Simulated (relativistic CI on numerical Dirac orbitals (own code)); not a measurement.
## d5 in a ligand field

Computed with a parametric ligand-field model of a d^n configuration (Racah B and C, spin-orbit zeta, crystal field), exact diagonalisation.

Field parameters in Wybourne normalisation: Oh B⁴₀ = 21Dq, B⁴₄ = √(5/14) B⁴₀. The field is a parameter set, without covalency, and values of 10Dq over about 45,000 cm⁻¹ lie beyond real compounds.

B = 980 cm⁻¹, C = 4680 cm⁻¹ (C/B = 4.78), Oh, no spin-orbit coupling. Tanabe-Sugano data, E/B above the lowest term (Δ = |10Dq|; b, c mark the second and third term of a kind):

```
 Δ/B    6A1    4T1    4T2  4T1(b)    2T2    2A2
 1.0   0.00  33.75  33.86   40.55  49.04  49.11
 3.0   0.00  32.85  33.69   41.37  47.76  48.42
 5.0   0.00  31.44  33.35   42.62  45.35  47.25
 7.0   0.00  29.81  32.78   44.00  42.30  45.78
 9.0   0.00  28.05  31.98   45.37  38.93  44.14
11.0   0.00  26.23  30.92   46.66  35.40  42.41
13.0   0.00  24.37  29.66   47.80  31.78  40.60
15.0   0.00  22.48  28.22   48.75  28.09  38.76
17.0   0.00  20.57  26.66   49.52  24.36  36.88
19.0   0.00  18.65  25.00   50.11  20.60  34.98
21.0   0.00  16.72  23.28   50.56  16.81  33.06
23.0   0.00  14.78  21.50   50.90  13.00  31.13
25.0   0.00  12.83  19.69   51.16   9.17  29.20
27.0   0.00  10.87  17.85   51.36   5.32  27.25
29.0   0.00   8.91  15.98   51.52   1.47  25.29
31.0   2.40   9.35  16.50   54.05   0.00  25.74
33.0   6.28  11.27  18.48   58.03   0.00  27.66
35.0  10.17  13.19  20.46   62.00   0.00  29.58
37.0  14.07  15.11  22.44   65.97   0.00  31.50
39.0  17.97  17.04  24.41   69.93   0.00  33.43
41.0  21.88  18.97  26.38   73.89   0.00  35.37
43.0  25.80  20.91  28.36   77.84   0.00  37.30
45.0  29.72  22.85  30.33   81.80   0.00  39.25
47.0  33.65  24.79  32.30   85.76   0.00  41.19
```

The ground term changes from 6A1 to 2T2 between Δ/B = 29.0 and 31.0.
